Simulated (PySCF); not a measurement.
Record of a relaxation.

Compound: CH5AsBN.
Numbering: `[N:1]#[C:2][BH2-:3][AsH3+:4]` (hydrogens: H5, H6 on B3; H7, H8, H9 on As4)
Bond orders are those of one Lewis drawing.

Computed by this run: PySCF 2.14.0, PBE0-D3(BJ)/def2-SVP geometry optimisation, gas phase; density fitting, grid level 1; the optimiser is geomeTRIC in internal coordinates, started from a GFN2-xTB structure with every atom displaced at random (about 0.01 Å). The frame can shift and turn from step to step; on so coarse a grid that alone can change the energy by a few meV, and forces under 0.02 eV/Å are noise.

Step 0: E = -64103.7379 eV, largest atomic force 2.584 eV/Å
```
atom  x, y, z in Å  |  force x, y, z in eV/Å
N1      1.820    1.877    0.563    0.827   2.191   1.091
C2      1.434    0.916    0.082   -0.508  -1.909  -1.044
B3      0.879   -0.401   -0.543    0.249   0.407   0.265
As4    -1.018   -0.255    0.179   -1.126  -0.023   0.122
H5      0.825   -0.387   -1.731   -0.194  -0.035  -0.558
H6      1.363   -1.375   -0.057    0.062  -0.515   0.215
H7     -1.247   -0.134    1.643    0.372  -0.062   0.523
H8     -2.158   -1.211   -0.035    0.138  -0.399  -0.271
H9     -1.842    0.954   -0.134    0.179   0.344  -0.343
```

Step 1: E = -64103.9114 eV, largest atomic force 0.254 eV/Å
```
atom  x, y, z in Å  |  force x, y, z in eV/Å
N1      1.935    1.917    0.563   -0.043  -0.137  -0.106
C2      1.508    0.948    0.082    0.035   0.199   0.153
B3      0.867   -0.350   -0.506   -0.007   0.004   0.009
As4    -1.086   -0.246    0.200   -0.002   0.089   0.091
H5      0.755   -0.357   -1.716   -0.047  -0.035   0.015
H6      1.304   -1.373   -0.016   -0.055  -0.046  -0.030
H7     -1.268   -0.188    1.697    0.043  -0.031  -0.066
H8     -2.067   -1.335   -0.147    0.049  -0.035  -0.034
H9     -1.891    0.967   -0.189    0.027  -0.008  -0.034
```

Step 2: E = -64103.9159 eV, largest atomic force 0.054 eV/Å
```
atom  x, y, z in Å  |  force x, y, z in eV/Å
N1      1.941    1.920    0.559   -0.001  -0.013  -0.032
C2      1.508    0.952    0.086    0.010   0.001   0.030
B3      0.863   -0.348   -0.501   -0.025   0.032   0.036
As4    -1.082   -0.239    0.202   -0.016   0.039   0.016
H5      0.735   -0.359   -1.709    0.001  -0.013  -0.006
H6      1.283   -1.380   -0.014   -0.008  -0.018  -0.024
H7     -1.261   -0.194    1.695    0.003  -0.009   0.009
H8     -2.046   -1.339   -0.159    0.032  -0.015  -0.019
H9     -1.885    0.971   -0.195    0.004  -0.004  -0.009
```

Step 3: E = -64103.9175 eV, largest atomic force 0.062 eV/Å
```
atom  x, y, z in Å  |  force x, y, z in eV/Å
N1      1.960    1.920    0.549    0.015   0.032   0.003
C2      1.515    0.952    0.089    0.000  -0.060  -0.016
B3      0.858   -0.344   -0.494   -0.018   0.032   0.029
As4    -1.083   -0.233    0.206    0.005   0.003  -0.005
H5      0.725   -0.357   -1.702    0.007   0.000  -0.010
H6      1.269   -1.383   -0.014    0.005  -0.004  -0.009
H7     -1.269   -0.201    1.699   -0.014   0.003   0.007
H8     -2.028   -1.343   -0.172    0.009  -0.002  -0.006
H9     -1.891    0.972   -0.196   -0.009  -0.002   0.007
```

Step 4: E = -64103.9183 eV, largest atomic force 0.046 eV/Å
```
atom  x, y, z in Å  |  force x, y, z in eV/Å
N1      1.984    1.917    0.540    0.013   0.022   0.010
C2      1.526    0.950    0.089   -0.003  -0.043  -0.018
B3      0.854   -0.340   -0.487   -0.003   0.017   0.010
As4    -1.087   -0.228    0.210    0.020  -0.012  -0.017
H5      0.718   -0.352   -1.695    0.002   0.006  -0.005
H6      1.260   -1.384   -0.014    0.003   0.001   0.002
H7     -1.283   -0.207    1.701   -0.017   0.005   0.007
H8     -2.015   -1.346   -0.183   -0.004   0.004   0.002
H9     -1.901    0.972   -0.194   -0.012   0.000   0.009
```

Step 5: E = -64103.9185 eV, largest atomic force under 0.02 eV/Å
```
atom  x, y, z in Å  |  force x, y, z in eV/Å
N1      2.003    1.913    0.535    0.005   0.001   0.005
C2      1.535    0.948    0.090   -0.003  -0.008  -0.005
B3      0.852   -0.337   -0.484    0.006   0.001  -0.004
As4    -1.089   -0.225    0.211    0.014  -0.006  -0.008
H5      0.715   -0.348   -1.692   -0.003   0.005   0.000
H6      1.255   -1.384   -0.015   -0.001   0.002   0.004
H7     -1.295   -0.209    1.702   -0.008   0.002   0.001
H8     -2.010   -1.347   -0.190   -0.005   0.003   0.003
H9     -1.908    0.971   -0.192   -0.006   0.000   0.004
```

Q: Summarise the path.

A: The energy falls by 17.43 kJ/mol from step 0 to step 5; nine tenths of that is first reached at step 1. It falls at every step. The largest force goes from 2.584 to under 0.02 eV/Å. Among the bonds B3–As4 changes most, from 2.035 to 2.064 Å; the atoms move by 0.138 Å rms after alignment.

The cost below is that of the whole optimisation. Time: 21 s; peak memory 0.40 GiB. Hardware: one thread of an Arm Neoverse V1, shared host with 32 logical CPUs at a one-minute load of 23.
